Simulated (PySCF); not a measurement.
# WS₂⁺: from structure and modes to constants

Computed with UPBE0/[W def2-SVP with ECP60, S def2-SVP], scalar-relativistic core potentials, density fitting, no spin–orbit coupling, PySCF.

The doublet minimum has C2v symmetry. Masses (u): W 183.95093, S 31.97207.

```xyz
3
charge 1 multiplicity 2, angstrom
W     0.0000    0.0000   -0.3287
S     1.6450    0.0000    0.9497
S    -1.6450    0.0000    0.9497
```

Harmonic wavenumbers (cm⁻¹): 222.6 (a1, ×1), 565.1 (b2, ×1), 582.8 (a1, ×1).

What is the harmonic zero-point energy?

Half the sum of all 3 wavenumbers, 1371/2 = 685 cm⁻¹, which is 8.2 kJ/mol (1 cm⁻¹ = 0.0119627 kJ/mol).

Find the vibrational entropy and heat capacity at 298.15 K.

With u = 1.43878 ω/T, each mode gives S = R[u/(eᵘ−1) − ln(1−e⁻ᵘ)] and C = R u² eᵘ/(eᵘ−1)².
```json
{"ω (cm⁻¹)": "222.6", "u": "1.074", "S (J/(mol K))": "8.11", "C (J/(mol K))": "7.56"}
{"ω (cm⁻¹)": "565.1", "u": "2.727", "S (J/(mol K))": "2.15", "C (J/(mol K))": "4.63"}
{"ω (cm⁻¹)": "582.8", "u": "2.813", "S (J/(mol K))": "2.01", "C (J/(mol K))": "4.47"}
```
The sums over all modes are S = 12.3 and C = 16.7 J/(mol K); the softest mode gives 66 % of the entropy.

Only a few start shapes were tried, so a lower isomer may exist. With open d or f shells other occupations or spin states may lie lower. With an element this heavy the missing spin–orbit coupling can shift these numbers.
